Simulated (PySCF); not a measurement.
C₅H₁₀N₂Si₂.
Structure used (PBE0-D3(BJ)/def2-SVP), in Å, numbered top down from 1:
```xyz
19
C5H10N2Si2 angstrom
N     -1.4788   -2.2405   -0.5780
Si    -1.3779   -0.8590    0.4744
Si    -2.7458    0.9974    0.0086
C      0.3727   -0.1432    0.4228
C      1.5154   -0.8934    0.1230
C      2.7561   -0.2605    0.1214
C      2.8122    1.0986    0.4204
C      1.6196    1.7678    0.7005
N      0.4329    1.1701    0.6968
H     -1.5188   -2.1122   -1.5833
H     -2.0586   -3.0226   -0.2963
H     -1.6773   -1.3905    1.8429
H     -2.8226    1.9531    1.1546
H     -4.1433    0.5362   -0.2909
H     -2.2465    1.7177   -1.2049
H      1.4142   -1.9565   -0.1105
H      3.6678   -0.8176   -0.1106
H      3.7616    1.6385    0.4298
H      1.6274    2.8397    0.9302
```

All values: PBE0/pcSseg-1 and CAM-B3LYP/def2-SVPD (PySCF, non-relativistic), on one gas-phase PBE0-D3(BJ)/def2-SVP geometry that isn't relaxed in the solvent. The solvent is an IEF-PCM continuum (van der Waals radii × 1.2). Only the electrostatic response of the medium enters.

Gas phase at PBE0/pcSseg-1: HOMO -6.90 eV, LUMO -1.07 eV, dipole 2.77 D.

Problem. What does the continuum do to the energy, the frontier levels and the dipole at PBE0/pcSseg-1 in cyclohexane and methanol?

Solution. 
| solvent | ε | E(solvent) − E(gas) (kJ/mol) | polarisation term (kJ/mol) | distortion of the solute (kJ/mol) | HOMO (eV) | LUMO (eV) | dipole (D) |
| --- | --- | --- | --- | --- | --- | --- | --- |
| cyclohexane | 2.017 | -9.53 | -10.07 | 0.54 | -6.89 | -1.05 | 3.12 |
| methanol | 32.61 | -25.16 | -29.27 | 4.11 | -6.91 | -1.08 | 3.72 |

The polarisation term is half the interaction of the solute with the surface charges that it induces; the rest is the cost of distorting the solute's density. The sum is the electrostatic part of solvation alone. From cyclohexane to methanol the lowering changes by a factor 2.64, Onsager's factor (ε − 1)/(2ε + 1) by 2.36 and ε itself by 16.2.

Problem. Which radius a makes the point-dipole formula ΔE = −[(ε − 1)/(2ε + 1)]·μ²/a³ give the value in methanol, with the gas-phase dipole?

Solution. μ = 1.090 au and |ΔE| = 0.00958 Eh give a = 2.06 Å; the farthest nucleus lies 4.20 Å from the centroid of the nuclei, so such a sphere wouldn't even hold the nuclei. The formula assumes a rigid point dipole at the centre of a sphere.

Problem. Give the dipole vector in the frame of the coordinates (D, pointing from negative to positive charge), gas and methanol.

Solution. Gas (1.86, -1.76, -1.06), solvent (2.46, -2.39, -1.46). Its length changes by +34 % and its direction by less than 1°.

Problem. Which IAO charges (PBE0/pcSseg-1) respond most in cyclohexane (means over atoms taken as equivalent)?

Solution. 
```
  atoms             environment  gas (e)  solvent (e)  change
     N9  pyridine-type nitrogen   -0.278       -0.288  -0.010
    H17       aromatic hydrogen   +0.156       +0.162  +0.006
    H18       aromatic hydrogen   +0.157       +0.163  +0.006
H10/H11            N–H hydrogen   +0.263       +0.268  +0.005
     N1  silicon-bound nitrogen   -0.834       -0.838  -0.004
    H19       aromatic hydrogen   +0.154       +0.158  +0.004
```

Gas phase at CAM-B3LYP/def2-SVPD: HOMO -8.22 eV, LUMO -0.04 eV, dipole 2.69 D.

Problem. What does the continuum do to the energy, the frontier levels and the dipole at CAM-B3LYP/def2-SVPD in cyclohexane?

Solution. 
```
    solvent      ε  E(solvent) − E(gas) (kJ/mol)  polarisation term (kJ/mol)  distortion of the solute (kJ/mol)  HOMO (eV)  LUMO (eV)  dipole (D)
cyclohexane  2.017                         -8.83                       -9.39                               0.56      -8.20       0.00        3.05
```

Problem. How does the static polarisability (CAM-B3LYP/def2-SVPD, frozen core, with the continuum's full static response) change?

Solution. 
```
     medium  isotropic (au)  principal values (au)  ⟨r²⟩ of the electrons (bohr²)
        gas           129.2     92.0, 136.1, 159.5                         1933.1
cyclohexane           146.7    103.9, 156.7, 179.6                         1932.2
```

The isotropic value in cyclohexane is 1.14 times the gas-phase one; no cavity-field correction is applied. ⟨r²⟩ is taken about the centre of nuclear charge.

On Arm Neoverse V2, one thread, shared host with 32 logical CPUs at a one-minute load of 20, this took 52 s and 1.3 GiB of memory at its peak. This is the whole shielding run at PBE0/pcSseg-1 in methanol, SCF included.
